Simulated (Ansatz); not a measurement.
Consider the substitution at a C–C bond: `C=C[CH2][Al]([Cl])[Cl]` + `[GeH3][SeH]` → `C=C[Se][GeH3]` + `[CH3][Al]([Cl])[Cl]`.

Computed with Ansatz on PBE0-D4/def2-TZVP structures; ΔE is electronic, products minus reactants. CCSD(T)/CBS adds triple-zeta CCSD(T) − MP2 to the extrapolated MP2 energy (def2 sets, frozen cores). DFT in def2-TZVPP. B3LYP here is the variant with VWN-RPA as its local correlation; programs differ in this. For Ge, Se outer-core shells are correlated without core-valence functions, which leaves a few kJ/mol of doubt a bond. Scalar relativity is left out up to krypton. Each species was taken in one conformer, which may not be the lowest.

```json
{"level": "r2SCAN-D4", "ΔE (kJ/mol)": "8.1", "difference from CCSD(T)/CBS": "7.5"}
{"level": "B3LYP-D4", "ΔE (kJ/mol)": "-2.5", "difference from CCSD(T)/CBS": "-3.1"}
{"level": "r2SCAN0-D4", "ΔE (kJ/mol)": "10.7", "difference from CCSD(T)/CBS": "10.1"}
{"level": "ωB97M-V", "ΔE (kJ/mol)": "6.4", "difference from CCSD(T)/CBS": "5.8"}
{"level": "PBE-QIDH", "ΔE (kJ/mol)": "7.6", "difference from CCSD(T)/CBS": "7.0"}
{"level": "PBE", "ΔE (kJ/mol)": "0.7", "difference from CCSD(T)/CBS": "0.1"}
{"level": "BLYP", "ΔE (kJ/mol)": "-12.8", "difference from CCSD(T)/CBS": "-13.4"}
{"level": "r2SCAN", "ΔE (kJ/mol)": "7.2", "difference from CCSD(T)/CBS": "6.6"}
{"level": "B3LYP", "ΔE (kJ/mol)": "-6.4", "difference from CCSD(T)/CBS": "-7.0"}
{"level": "r2SCAN0", "ΔE (kJ/mol)": "9.8", "difference from CCSD(T)/CBS": "9.2"}
{"level": "BHLYP", "ΔE (kJ/mol)": "-0.8", "difference from CCSD(T)/CBS": "-1.4"}
{"level": "CAM-B3LYP", "ΔE (kJ/mol)": "-1.4", "difference from CCSD(T)/CBS": "-2.0"}
{"level": "HF/def2-SVP", "ΔE (kJ/mol)": "6.4", "difference from CCSD(T)/CBS": "5.8"}
{"level": "CCSD/def2-SVP", "ΔE (kJ/mol)": "12.4", "difference from CCSD(T)/CBS": "11.8"}
{"level": "HF/def2-TZVPP", "ΔE (kJ/mol)": "-2.2", "difference from CCSD(T)/CBS": "-2.8"}
{"level": "MP2/def2-QZVPP", "ΔE (kJ/mol)": "0.8", "difference from CCSD(T)/CBS": "0.2"}
{"level": "CCSD(T)/CBS", "ΔE (kJ/mol)": "0.6", "difference from CCSD(T)/CBS": "0"}
```

Largest T1 diagnostic among the species: 0.011.

From BLYP to BHLYP (50 % exact exchange), in def2-TZVPP and without D4, ΔE moves by +12.0 kJ/mol. In def2-TZVPP, CCSD(T) changes the Hartree–Fock value by +3.3 kJ/mol (the triples alone add +0.5 kJ/mol) and MP2 by +3.3 kJ/mol.
